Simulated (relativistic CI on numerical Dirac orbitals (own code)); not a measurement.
Calculated levels, Ho⁵¹⁺

Calculated at this level of theory: Dirac-Coulomb-Breit CI, orbitals from a KLI potential per configuration, model QED, unscaled Slater integrals (own radial code, finite nucleus).

Configurations in the expansion (outside the closed core [Ne]): 3s²3p⁴, 3s3p⁵, 3s²3p³3d, 3p⁶, 3s3p⁴3d, 3p⁵3d, 3s3p³3d², 3s²3p²3d4p, 3p⁵4s, 3s3p³3d4s, 3s²3p³4s, 3p⁵4p, 3s²3p²3d², 3s²3p3d³, 3s3p²3d³, 3s²3p3d²4s, 3p⁴3d², 3p³3d³, 3p³3d²4s, 3s²3p²3d4s, 3s3p²3d²4s, 3s²3p3d4s². Double excitations out of closed p, d and f shells are left out; levels of such configurations are missing from the list, as are those of other unlisted configurations, and high levels can miss mixing partners.

The lowest level is 3s²3p⁴ ³P2, with 69 % of that term; Hund's rules for 3s²3p⁴ give ³P with J = 2, in agreement.

| No. | Configuration | Term | J | E (Ry) | % | Landé g | Lifetime (s) |
| --- | --- | --- | --- | --- | --- | --- | --- |
| 1 | 3s²3p⁴ | ³P | 2 | 0.0000 | 69 | 1.337 |  |
| 2 | 3s²3p⁴ | ¹S | 0 | 1.2835 | 62 |  | 8.24e-02 |
| 3 | 3p³(2P°)3d | ³D° | 2 | 15.1737 | 31 | 1.044 | 1.65e-10 |
| 4 | 3p³(2P°)3d | ³D° | 1 | 15.6885 | 31 | 1.126 | 7.74e-11 |
| 5 | 3p³(2P°)3d | ³P° | 0 | 15.7278 | 59 |  | 7.38e-02 |
| 6 | 3p³(2P°)3d | ³F° | 3 | 15.7537 | 28 | 1.105 | 1.95e-09 |
| 7 | 3s²3p⁴ | ³P | 1 | 15.7716 | 99 | 1.491 | 9.45e-09 |
| 8 | 3s²3p⁴ | ¹D | 2 | 16.4223 | 68 | 1.142 | 1.97e-08 |
| 9 | 3p³(2P°)3d | ³F° | 4 | 19.1489 | 49 | 1.258 | 1.59e-06 |
| 10 | 3p³(2D°)3d | ³D° | 2 | 19.4540 | 33 | 1.252 | 1.41e-11 |
| 11 | 3p³(2P°)3d | ³D° | 3 | 20.8206 | 39 | 1.188 | 3.07e-12 |
| 12 | 3p³(4S°)3d | ³D° | 1 | 21.5197 | 37 | 1.044 | 4.86e-12 |
| 13 | 3s3p⁵ | ³P° | 2 | 27.4098 | 83 | 1.467 | 2.34e-12 |
| 14 | 3s3p⁵ | ¹P° | 1 | 28.7990 | 36 | 1.184 | 1.87e-12 |
| 15 | 3p³(2D°)3d | ³F° | 2 | 30.3411 | 45 | 1.025 | 1.35e-10 |
| 16 | 3p³(4S°)3d | ⁵D° | 0 | 30.4126 | 51 |  | 1.22e-10 |
| 17 | 3p³(2D°)3d | ³D° | 1 | 30.4771 | 48 | 0.969 | 6.55e-12 |
| 18 | 3p³(2D°)3d | ³F° | 3 | 30.8708 | 31 | 1.082 | 4.53e-11 |
| 19 | 3p²(1S)3d²(3F) | ³F | 2 | 31.0009 | 39 | 0.743 | 5.01e-11 |
| 20 | 3p³(2D°)3d | ³G° | 4 | 31.4679 | 50 | 1.049 | 6.47e-08 |
| 21 | 3p³(2P°)3d | ³F° | 2 | 32.2830 | 63 | 0.829 | 7.01e-12 |
| 22 | 3p²(1S)3d²(3P) | ³P | 0 | 32.5621 | 54 |  | 3.93e-11 |
| 23 | 3s²3p⁴ | ³P | 0 | 32.6783 | 58 |  | 4.37e-10 |
| 24 | 3p³(2D°)3d | ³D° | 3 | 33.2541 | 47 | 1.212 | 6.50e-13 |
| 25 | 3p³(2D°)3d | ³P° | 2 | 33.6709 | 31 | 1.257 | 4.63e-13 |
| 26 | 3p³(2D°)3d | ³S° | 1 | 33.9594 | 40 | 1.487 | 4.14e-13 |
| 27 | 3p³(4S°)3d | ³D° | 3 | 34.0496 | 51 | 1.276 | 1.34e-11 |
| 28 | 3p³(4S°)3d | ⁵D° | 4 | 34.0793 | 52 | 1.291 | 1.20e-08 |
| 29 | 3p³(2P°)3d | ³D° | 1 | 34.8375 | 36 | 0.951 | 4.57e-13 |
| 30 | 3p³(2D°)3d | ³F° | 4 | 34.9016 | 71 | 1.176 | 5.82e-08 |
| 31 | 3p³(4S°)3d | ³D° | 1 | 35.0379 | 41 | 0.932 | 2.34e-12 |
| 32 | 3p³(2D°)3d | ³G° | 5 | 35.1316 | 99 | 1.190 | 5.96e-08 |
| 33 | 3p³(2D°)3d | ¹S° | 0 | 35.1322 | 49 |  | 2.67e-11 |
| 34 | 3p²(1S)3d²(3F) | ³F | 3 | 35.1836 | 30 | 1.080 | 7.11e-12 |
| 35 | 3p²(1S)3d²(3P) | ³P | 2 | 35.9135 | 23 | 1.192 | 6.10e-12 |
| 36 | 3p²(3P)3d²(3P) | ⁵D | 1 | 36.1735 | 35 | 1.533 | 5.93e-12 |
| 37 | 3p²(3P)3d²(1G) | ³F | 4 | 36.2902 | 25 | 1.086 | 5.06e-12 |
| 38 | 3p³(2P°)3d | ³D° | 2 | 36.3011 | 48 | 1.268 | 6.75e-11 |
| 39 | 3p³(2P°)3d | ³F° | 3 | 36.7758 | 35 | 1.118 | 4.94e-10 |
| 40 | 3p³(4S°)3d | ³D° | 2 | 37.0031 | 45 | 1.094 | 2.66e-12 |
| 41 | 3p³(2D°)3d | ¹P° | 1 | 37.2993 | 31 | 1.265 | 1.76e-12 |
| 42 | 3p³(2D°)3d | ¹F° | 3 | 37.5496 | 47 | 1.076 | 2.25e-12 |
| 43 | 3p³(2D°)3d | ¹D° | 2 | 37.9249 | 40 | 1.226 | 1.39e-12 |
| 44 | 3p²(1S)3d²(3F) | ³F | 4 | 39.9710 | 23 | 1.171 | 4.09e-12 |
| 45 | 3p²(3P)3d²(1D) | ³F | 2 | 40.5704 | 20 | 1.215 | 3.10e-12 |

Energies count from the lowest computed level; ° marks odd parity; lifetimes are radiative, by E1, M1, E2, M2, E3 decay to levels of this space only. Percentages are summed over parent terms; the parents shown are those of the largest component, closed shells are left out there.

The mean weight of the leading LS term, summed over parents, in these 45 levels is 46 %, and that of the leading jj configuration (from the same eigenvectors) 93 %, so jj coupling describes them better and the LS labels are nominal.

At this charge energies of transitions that change n are usually good to better than 1 %, and those within a shell (Δn = 0) to a few per cent.

LS names give the leading component of a level, which can be under half, so a name can repeat, a term be missing and a line seem to break the LS rules.
